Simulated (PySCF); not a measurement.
Species: C2H7F3OSi2.
Numbering: `[OH:1][SiH2:2][C@@H:3]([SiH3:4])[C:5]([F:6])([F:7])[F:8]`

The computed photoelectron lines, unassigned: C 1s: 290.71 (area 1), 298.15 (area 1) eV; O 1s: 538.92 eV; F 1s: 693.78 eV; Si 1s: 1846.73 (area 1), 1847.61 (area 1) eV; Si 2p3/2: 106.97 (area 1), 107.72 (area 1) eV.

Level of theory: PySCF, delta-SCF UKS SCAN, pcX-2 on the ionised atom, pcseg-1 elsewhere, spin-free X2C. Isolated species at its PBE0-D3(BJ)/def2-SVP geometry (one conformer only).

Task: Order the carbon atoms by C 1s binding energy.

Result: 290.71 eV: C3 (sp3 carbon bound to silicon); 298.15 eV: C5 (CF3 carbon). Lowest listed C 1s: C3, bonded to C, H and 2 Si. Highest, 7.44 eV above it: C5, bonded to 3 F and C. Summing the Pauling electronegativity differences to the bonded atoms, each weighted by its formal bond order, gives -1.65 for the lowest site and +4.29 for the highest.

Task: Order the silicon atoms by Si 1s binding energy.

Result: 1846.73 eV: Si4 (SiH3 silicon); 1847.61 eV: Si2 (oxygen-bound silicon). Lowest listed Si 1s: Si4, bonded to C and 3 H. Highest, 0.88 eV above it: Si2, bonded to O, C and 2 H.

Task: Order the silicon atoms by Si 2p3/2 binding energy.

Result: 106.97 eV: Si4 (SiH3 silicon); 107.72 eV: Si2 (oxygen-bound silicon). Lowest listed Si 2p3/2: Si4, bonded to C and 3 H. Highest, 0.75 eV above it: Si2, bonded to O, C and 2 H. Summing the Pauling electronegativity differences to the bonded atoms, each weighted by its formal bond order, gives +1.55 for the lowest site and +2.79 for the highest.

Bonded neighbours of each site: O1: H and Si; Si2: O, C and 2 H; C3: C, H and 2 Si; Si4: C and 3 H; C5: 3 F and C; F6/F7/F8: C.

Task: Express the binding energy of C 1s of C5 in atomic units and per mole.

Result: 298.15 eV = 10.9568 Eh = 28767 kJ/mol.

One atom of each set of topologically equivalent atoms was ionised and stands for the set; in this conformer not all members are related by symmetry, and their own values weren't computed. The 2p values aren't plain energy differences: one relaxed spin-free 2p hole is combined with a matrix within the shell (ground-state 2p orbital-energy differences and spin–orbit coupling). 2p3/2, the mean of its two sublevels, lies a third of the splitting below the shell's mean and 2p1/2 two thirds above it; the statistical areas are 2:1. 2p1/2 minus 2p3/2 (ligand field included): Si 0.62 eV.

Shape of the structure used: `[OH:1][SiH2:2][C@@H:3]([SiH3:4])[C:5]([F:6])([F:7])[F:8]`: O1–Si2–C3–Si4 30°, Si2–C3–C5–F6 -76°, H–O1–Si2–C3 -168°.
